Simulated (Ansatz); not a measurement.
A CCSD(T) single point on `[F][Hf]([F])([SH])[Cl]`.

```yaml
crystal:
  periodic: [false, false, false]
  atoms:
    - {symbol: F, position_ang: [-0.570761, -1.671463, -0.919954]}
    - {symbol: Hf, position_ang: [0.396322, -0.147022, -0.361564]}
    - {symbol: F, position_ang: [2.241007, -0.509488, -0.195749]}
    - {symbol: S, position_ang: [-0.398743, 0.495421, 1.843324]}
    - {symbol: Cl, position_ang: [0.040000, 1.572650, -1.904927]}
    - {symbol: H, position_ang: [-1.665726, 0.196001, 1.492671]}
basis:
  gaussian: {orbitals: def2-SVP}
correlation: {method: ccsd_t}
```

```sh
$ ansatz run in.yaml --threads 4 --pin off --events-out ev --progress --plain
```

Log, shortened:

```
Functional definition: HF
946 factors; integrals over basis functions are off by at most 9.1e-4 eV
mean field evaluation 1: about -30032.4605 eV, gradient 4.6e1 eV
mean field evaluation 2: about -30032.5472 eV, gradient 4.6e1 eV
mean field evaluation 4: about -30036.9383 eV, gradient 2.2e0 eV
mean field evaluation 8: about -30036.9849 eV, gradient 2.1e-1 eV
mean field -30036.98526337 eV, -1103.8388486289 hartree, gradient 3.8e-6 eV, S^2 0.000000; 0 other end points of the search recorded, 0 dependent functions left out
12 core orbitals not correlated: weight in the atoms' cores, before any rotation towards them, 1.000 or more for the frozen orbitals, at most 0.000 for the correlated occupied ones
reference -30036.98526337 eV, -1103.8388486289 hartree; 20, 20 occupied and 69, 69 virtual orbitals, 946 factors
second order -23.29350484 eV of doubles, -0.00000000 eV of singles
cycle   1  -23.17808891 eV  change    1.2e-1 eV  update   1.5e-1
cycle   2  -23.75891599 eV  change   -5.8e-1 eV  update   5.9e-2
cycle   3  -23.91916410 eV  change   -1.6e-1 eV  update   2.7e-2
cycle   4  -23.91744729 eV  change    1.7e-3 eV  update   6.3e-3
cycle   5  -23.90863108 eV  change    8.8e-3 eV  update   2.2e-3
cycle   6  -23.90841388 eV  change    2.2e-4 eV  update   7.1e-4
cycle   7  -23.90837777 eV  change    3.6e-5 eV  update   2.5e-4
cycle   8  -23.90829381 eV  change    8.4e-5 eV  update   9.5e-5
cycle   9  -23.90835174 eV  change   -5.8e-5 eV  update   3.2e-5
cycle  10  -23.90837207 eV  change   -2.0e-5 eV  update   1.2e-5
perturbative correction -0.63188807 eV, -0.0232214583 hartree
Total energy: -30061.52552351 eV, -1104.7406865550 hartree
```

Hardware: 4 threads of a server CPU on a shared host. Wall time 5.5 s, peak host memory 0.48 GiB.

Correlation energy per correlated electron: -0.614 eV. T1 diagnostic: 0.0164.
